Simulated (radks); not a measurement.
Coulomb parameter of the 3d shell of the zinc ion Zn2+ in the model configuration [Ar] 3d8 4p2, as a second difference U = [E(n + 0.25) + E(n - 0.25) - 2 E(n)] / (0.25)^2 with all orbitals relaxed. "Bare": the charge of the atom changes with n. "Screened": the 4p shell takes up the change at fixed total charge, which measures U(3d,3d) + U(4p,4p) - 2 U(3d,4p). Calculated with a radial shooting solver on a logarithmic mesh with Libxc functionals: Dirac Kohn-Sham, PBE, spin-unpolarised, spherical densities, finite nucleus; open shells are shared between the two j in proportion to 2j + 1; Fermi nuclear charge, rms radius 3.9283 fm.

case                 configuration  E - E(n) (eV)
start                 [Ar] 3d8 4p2          0.000
bare +0.25         [Ar] 3d8.25 4p2        -11.574
bare -0.25         [Ar] 3d7.75 4p2         12.869
screened +0.25  [Ar] 3d8.25 4p1.75         -6.827
screened -0.25  [Ar] 3d7.75 4p2.25          7.287

U(bare) = 20.713 eV, U(screened by 4p) = 7.359 eV.
